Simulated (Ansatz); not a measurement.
The same group exchange along the group V, Nb, Ta.

Program: Ansatz. Geometries: PBE0-D4/def2-TZVP. ΔE: electronic, gas phase. CCSD(T)/CBS is the MP2 limit (def2-TZVPP, def2-QZVPP) plus CCSD(T) − MP2 in def2-TZVPP, frozen cores. Elements past krypton have def2 core potentials. For Nb, Ta, V outer-core shells are correlated without core-valence functions, which leaves a few kJ/mol of doubt a bond. Scalar relativity is left out up to krypton. Each species was taken in one conformer, which may not be the lowest.

```tsv
reaction	MP2/CBS(def2) (kJ/mol)	CCSD(T)/CBS(def2) (kJ/mol)
`[NH]=[V]([NH2])([NH2])[F]` + `CC(O)(O)O` → `[NH]=[V]([NH2])([NH2])[OH]` + `CC(O)(O)F`	22	24
`[NH]=[Nb]([NH2])([NH2])[F]` + `CC(O)(O)O` → `[NH]=[Nb]([NH2])([NH2])[OH]` + `CC(O)(O)F`	27	27
`[NH]=[Ta]([NH2])([NH2])[F]` + `CC(O)(O)O` → `[NH]=[Ta]([NH2])([NH2])[OH]` + `CC(O)(O)F`	25	25
```

Largest T1 diagnostic: 0.031, for `[NH]=[V]([NH2])([NH2])[F]`, so its coupled-cluster energy is less sure.
